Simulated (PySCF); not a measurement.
**How methods differ on the ionisation energy of Se⁹⁺**

Se⁹⁺ [Ar] 3d7 (4F) → Se¹⁰⁺ [Ar] 3d6 (5D), as a difference of total energies. Computed with PySCF 2.14 in an even-tempered Gaussian basis (20 s from 0.4 bohr⁻², ratio 2.5; 13 p from 0.52 bohr⁻², ratio 2.5; 9 d from 0.52 bohr⁻², ratio 2.5; 4 f from 3.7 bohr⁻², ratio 2.7; 4 g from 5.5 bohr⁻², ratio 2.7), with the spin-free X2C one-electron Hamiltonian (Gaussian nucleus). The calculations carry no spin-orbit coupling.

```json
{"method": "UHF", "ionisation energy (eV)": "255.40"}
{"method": "revPBE", "ionisation energy (eV)": "257.31"}
{"method": "PBEsol", "ionisation energy (eV)": "257.18"}
```

The reference lies between the lowest fine-structure levels, while these numbers refer to the centres of the terms.

For comparison: 255 ± 2.2 eV (theoretical estimate listed by NIST; NIST Atomic Spectra Database, ionization energies).
